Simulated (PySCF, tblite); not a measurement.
Task: What does the GFN2-xTB structure of `Clc1n[nH]c2ccccc12` look like in three dimensions?

Result: 
```xyz
15
C7H5ClN2 angstrom
Cl     2.340    2.752   -0.345
C      1.800    1.158   -0.135
N      2.635    0.158    0.011
N      1.892   -0.951    0.152
C      0.562   -0.683    0.099
C     -0.563   -1.498    0.195
C     -1.790   -0.884    0.096
C     -1.913    0.501   -0.094
C     -0.810    1.314   -0.190
C      0.447    0.716   -0.093
H      2.352   -1.838    0.277
H     -0.472   -2.563    0.341
H     -2.687   -1.481    0.165
H     -2.901    0.929   -0.165
H     -0.898    2.379   -0.336
```

Any rigid rotation of these coordinates is as good. Atoms count from 1 in this order. The 10 heavy atoms lie in one plane (0.000 Å rms). The 2 C–N bonds span 1.311 Å (C2–N3, aromatic) to 1.358 Å (N4–C5, aromatic), a spread of 0.047 Å. The 7 C–C bonds span 1.374 Å (C8–C9, aromatic) to 1.423 Å (C2–C10, aromatic), a spread of 0.049 Å. The 6-membered ring C5–C6–C7–C8–C9–C10 has internal angles of 117.0° to 121.9°; it is planar, 0.00 Å rms from its mean plane, widest ring torsion 0°.

Bonds between heavy atoms (Å): Cl1–C2 1.696, C2–N3 1.311, N3–N4 1.342, N4–C5 1.358, C5–C6 1.393, C6–C7 1.375, C7–C8 1.403, C8–C9 1.374, C9–C10 1.395, C2–C10 1.423, C5–C10 1.417.

The geometry is computed with GFN2-xTB (gas phase).

Point group: Cs (tolerance 0.08 Å). Its GFN2-xTB frequencies are all real (lowest 131 cm⁻¹).
